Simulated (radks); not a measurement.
The mean radii <r> (bohr) of the occupied orbitals of an atom or ion are listed with their occupations. Method: non-relativistic Kohn-Sham, LDA (Slater exchange, Perdew-Wang correlation), spin-unpolarised, spherical densities, point nucleus; computed with a radial shooting solver on a logarithmic mesh with Libxc functionals.

| orbital | occ. | <r> |
|---|---|---|
| 1s | 2 | 0.03548 |
| 2s | 2 | 0.1542 |
| 2p | 6 | 0.1320 |
| 3s | 2 | 0.4032 |
| 3p | 6 | 0.3917 |
| 3d | 5 | 0.3546 |

Name the element and its charge.

Answer. Z = 43, technetium, charge +20: Tc20+ in [Ar] 3d5. The 1s radius gives Z: for a bare nucleus <r> = 1.5/Z, 0.03488 bohr for Z = 43, and screening makes it slightly larger (0.03548 here). The occupations add up to 23, and the charge is Z minus that.
